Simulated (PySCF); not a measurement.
# From HF to CCSD(T): MCl along group 13

HF and CCSD(T) in PySCF with def2-TZVPPD on every atom (core potentials on In), for the lowest determinant that a PBE0 search found; no spin–orbit coupling.

| molecule | state (unpaired electrons) | HF Re (Å) | HF ωe (cm⁻¹) | HF De (eV) | CCSD(T) Re (Å) | CCSD(T) ωe (cm⁻¹) | CCSD(T) De (eV) |
| --- | --- | --- | --- | --- | --- | --- | --- |
| BCl | singlet (closed shell) | 1.718 | 854 | 3.79 | 1.726 | 836 | 5.16 |
| AlCl | singlet (closed shell) | 2.150 | 475 | 4.01 | 2.150 | 478 | 5.10 |
| GaCl | singlet (closed shell) | 2.231 | 360 | 3.64 | ? | ? | ? |
| InCl | singlet (closed shell) | 2.433 | 308 | 3.41 | 2.414 | 317 | 4.50 |

(1) Estimate the CCSD(T) values of GaCl by adding the mean shift from HF to CCSD(T) of the other rows, and compare with the calculation.

(2) What are the mean differences of HF from CCSD(T) over the whole series?

In a basis of this size CCSD(T) is itself not converged; it tends to give bonds that are too long and too weak.

Correlated steps freeze the inner cores (6 to 14 orbitals); shallow outer-core shells are correlated. Spin–orbit coupling is left out, which matters for elements this heavy, above all for dissociation energies. Where the molecule has an RHF reference, its open-shell atoms are computed with UHF.

Answers

(1) The mean shifts are -0.4 pm, -2 cm⁻¹ and +1.18 eV, which give 2.227 Å, 358 cm⁻¹ and 4.82 eV. CCSD(T)/def2-TZVPPD gives Re = 2.216 Å, ωe = 371 cm⁻¹, De = 4.77 eV.

(2) Re +0.6 pm, ωe -1 cm⁻¹, De -1.17 eV.
